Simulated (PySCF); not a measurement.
# Radial density of Ba (barium, neutral)

M06-L, [Xe] 5d1 6s1, 6s spin antiparallel (an excited configuration). All numbers are calculated (PySCF 2.14, the spin-free X2C one-electron Hamiltonian (Gaussian nucleus), in aug-cc-pVQZ-X2C (10s9p7d4f2g, 118 functions)).

| r (bohr) | 4πr²ρ (e/bohr) | 4πr²(ρα − ρβ) |
| --- | --- | --- |
| 0.0271 | 66.68 | 0.0000 |
| 0.0455 | 70.20 | -0.0007 |
| 0.0765 | 95.70 | -0.0006 |
| 0.129 | 72.03 | 0.0146 |
| 0.217 | 81.68 | 0.0032 |
| 0.364 | 39.50 | 0.0020 |
| 0.613 | 33.03 | 0.0316 |
| 1.03 | 13.59 | -0.0346 |
| 1.73 | 6.266 | 0.1684 |
| 2.92 | 1.527 | 0.1405 |
| 4.90 | 0.4005 | -0.1032 |
| 8.25 | 0.05149 | -0.0219 |
| 13.9 | 0.0004374 | 0.0000 |
| 23.3 | 1.739e-05 | 0.0000 |

Densities and radii are taken from the X2C orbitals without a picture-change correction, which distorts them close to the nucleus.

Spin-orbit coupling, absent here, splits the open shell strongly. With the s spin flipped the determinant is a mixture of two multiplicities, not a spectroscopic state.
